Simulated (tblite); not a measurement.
Species: C5H4F4 (charge +1 and doublet state).
Cartesian coordinates in Å at the GFN2-xTB level; atoms count from 1:
```xyz
13
C5H4F4 angstrom
F     -1.1317    1.6869    0.0181
C     -0.9551    0.5433   -0.6370
C     -1.5988   -0.7222   -0.0536
C     -0.4080   -1.2341    0.2991
C      0.4046   -0.1784   -0.4018
C      1.4521    0.5340    0.5283
F      0.9210    0.8746    1.6873
F      2.4701   -0.2787    0.7444
F      1.8768    1.6195   -0.0960
H     -1.2796    0.7005   -1.6844
H     -2.6291   -1.0416   -0.0835
H     -0.0710   -2.0181    0.9646
H      0.9443   -0.4852   -1.3032
```

The geometry is computed with GFN2-xTB (gas phase). This method treats the open shell by occupation alone, without spin polarisation.

Take the most abundant isotopes and a rigid rotor. 

**Question.** What are A, B and C (MHz)?

**Answer.** Ia = 185.71, Ib = 348.51, Ic = 425.14 u·Å²; 505379 MHz·u·Å²/I gives A = 2721, B = 1450, C = 1189 MHz.

**Question.** What kind of rotor is it?

**Answer.** An asymmetric top; Ray's κ = -0.659.

**Question.** Is it planar, by Δ = Ic − Ia − Ib?

**Answer.** Not planar: Δ = Ic − Ia − Ib = -109.08 u·Å². For a rigid frame Δ = −2 Σ m c², so Σ m c² = 54.54 u·Å² lies off the ab plane: 5.50 from hydrogen and 49.04 from heavier atoms. The atom farthest from that plane is 1.73 Å away.

**Question.** Give the other two planar moments, Paa and Pbb, and the rms extents of the mass along the axes.

**Answer.** Paa = Σ m a² = (Ib + Ic − Ia)/2 = 293.98 and Pbb = Σ m b² = (Ia + Ic − Ib)/2 = 131.17 u·Å². With the mass M = 140.02 u, the rms extents √(P/M) along a, b and c are 1.45, 0.97, 0.62 Å.

**Question.** List the rotational levels J(Ka,Kc) to J = 2 (MHz).

**Answer.** Above 0(0,0):
J = 1: 1(0,1) 2639, 1(1,1) 3910, 1(1,0) 4171
J = 2: 2(0,2) 7880, 2(1,2) 8926, 2(1,1) 9711, 2(2,1) 13524, 2(2,0) 13561
The levels of one J sum to (2J + 1)J(J + 1)(A + B + C)/3.

For this open shell read J as N, the rotation without spin; fine and hyperfine splittings come on top. Its GFN2-xTB frequencies are all real (lowest 47 cm⁻¹). No vibrational averaging or centrifugal distortion is included, and the geometry carries the error of its method.

On Arm Neoverse V2, one thread, no GPU, on a shared host, this took 0.24 s wall. That covers the optimisation of the geometry.
